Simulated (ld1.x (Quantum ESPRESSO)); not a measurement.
# Cs (Z = 55), TM: configuration errors across variants

| Quantity | Value |
| --- | --- |
| Element | caesium |
| Generator | ld1.x (Quantum ESPRESSO) 7.5 |
| Type | norm-conserving Troullier–Martins (Kleinman–Bylander form) |
| Functional | PBEsol |
| Relativity | scalar-relativistic |
| Frozen core | [Xe] |
| Valence charge | 1 |
| Reference configuration | 5d1 6s0 6p0 |
| Partial waves | 6s (bound, empty): rc 3.55 bohr; 6p (bound, empty): rc 4.20 bohr; 5d (bound): rc 4.10 bohr |
| Local potential | all-electron potential smoothed inside 3.30 bohr (lloc = -2) |
| Core correction | a·sin(br)/r model core inside 2.95 bohr |

All-electron excitation energies from the reference (eV): (1) 5d0 6s1 6p0 -1.662; (2) 5d0 6s0.5 6p0 -0.205; (3) 5d0 6s0 6p1 -0.310; (4) 5d0.5 6s0.5 6p0 -0.819.

A true bound ghost makes a file unfit for plane-wave use even where its test errors are small: the radial tests pick states by their node count and pass the ghost by.

Errors AE − PS in meV (a dash: test not solved or not reliable):

| change | (1) | (2) | (3) | (4) | bound ghosts |
| --- | --- | --- | --- | --- | --- |
| base | -2.6 | -2.8 | -14 | -0.2 | none |
| wave 6p (bound): rc 4.20 bohr becomes 6p (bound): rc 3.02 bohr | -2.6 | -2.8 | -11 | -0.2 | p |
| wave 6p (bound): rc 4.20 bohr becomes 6p (bound): rc 3.60 bohr | -2.6 | -2.8 | -9.6 | -0.2 | p |
| wave 6p (bound): rc 4.20 bohr becomes 6p (bound): rc 4.38 bohr | -2.6 | -2.8 | -16 | -0.2 | none |
| wave 6p (bound): rc 4.20 bohr becomes 6p (bound): rc 4.68 bohr | -2.6 | -2.8 | -19 | -0.2 | none |
| wave 6p (bound): rc 4.20 bohr becomes 6p (bound): rc 5.52 bohr | -2.6 | -2.8 | -23 | -0.2 | none |

(1) Give the same row for: wave 6p (bound): rc 4.20 bohr becomes 6p (bound): rc 6.32 bohr.

Results:

(1) -2.6, -2.8, -22, -0.2; bound ghosts: none.
